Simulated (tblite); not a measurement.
Species: C5H5F3Si.
Atom-mapped SMILES: `[CH:1]#[C:2][SiH2:3]/[CH:4]=[CH:5]\[C:6]([F:7])([F:8])[F:9]` (hydrogens: H10 on C1; H11, H12 on Si3; H13 on C4; H14 on C5)

Cartesian coordinates in Å at the GFN2-xTB level; atoms count from 1:
```xyz
14
C5H5F3Si angstrom
C      3.753    0.198    0.183
C      2.578    0.452    0.195
Si     0.774    0.862    0.220
C     -0.034   -0.629   -0.641
C     -1.316   -0.954   -0.581
C     -2.302   -0.168    0.221
F     -3.569   -0.472   -0.093
F     -2.183   -0.384    1.548
F     -2.179    1.163    0.057
H      4.781   -0.028    0.173
H      0.523    2.056   -0.590
H      0.322    0.979    1.606
H      0.605   -1.267   -1.237
H     -1.752   -1.808   -1.081
```

All values are computed: GFN2-xTB (tblite) harmonic vibrations without scaling, gas phase. Errors from tens to a few hundred cm⁻¹ against measured bands are possible. Modes of hydrogen on silicon can be 10 to 20 % off. One conformer, not necessarily the lowest.

Harmonic wavenumbers (cm⁻¹): 33.2, 43.9, 79.3, 114.7, 205.3, 218.4, 255.3, 274.2, 378.1, 434.4, 460.4, 506.2, 517.0, 588.8, 620.1, 659.8, 683.4, 686.3, 702.1, 729.7, 741.4, 754.3, 822.2, 937.0, 1030.9, 1050.8, 1153.9, 1204.6, 1318.3, 1681.0, 2209.8, 2249.7, 2272.2, 3051.8, 3067.4, 3353.7.

A = 3874, B = 629.2, C = 608.5 MHz; mass 150.011 u (most abundant isotopes); point group C1, symmetry number 1.

Q: Zero-point energy?

A: ½Σν̃ = 17545 cm⁻¹ = 50.16 kcal/mol.

Q: What is S at 298.15 K and 1 bar for an ideal gas of classical rigid rotors and harmonic oscillators?

A: Translation 40.95, rotation 29.76, vibration 32.60: S = 103.3 cal/(mol K).

Q: And Cp and H(298.15 K) − H(0)?

A: Cp = 39.75 cal/(mol K), of which vibrations give 31.80 (their classical limit is 36 R = 71.5); H(298.15 K) − H(0) = 7.28 kcal/mol without the zero-point energy, 4.91 from vibrations.

Q: How do the functions run with temperature in this model?

A: 
```tsv
T (K)	S (cal/(mol K))	Cp (cal/(mol K))	H − H(0) (kcal/mol)	G − H(0) (kcal/mol)	ln q(vib)
50	61.5	14.2	0.55	-2.52	0.97
100	72.8	19.2	1.38	-5.90	2.48
373.15	112.9	45.5	10.49	-31.63	10.18
500	127.3	52.7	16.75	-46.89	13.54
750	150.4	61.3	31.10	-81.73	19.56
1000	168.8	66.5	47.13	-121.72	24.82
```

q(vib) and H(0) count from the zero-point level.

Q: Which modes carry the vibrational entropy at 298.15 K?

A: 33.2 cm⁻¹: 5.63; 43.9 cm⁻¹: 5.07; 79.3 cm⁻¹: 3.91; 114.7 cm⁻¹: 3.19; 205.3 cm⁻¹: 2.09; 218.4 cm⁻¹: 1.97 cal/(mol K); the other 30 give 10.75 together.

Hindered rotation and anharmonicity are outside this model. Other conformers, if any are populated, would add a mixing term that is left out. The structure is chiral; the term R ln 2 for an equal mix with its mirror image is left out.
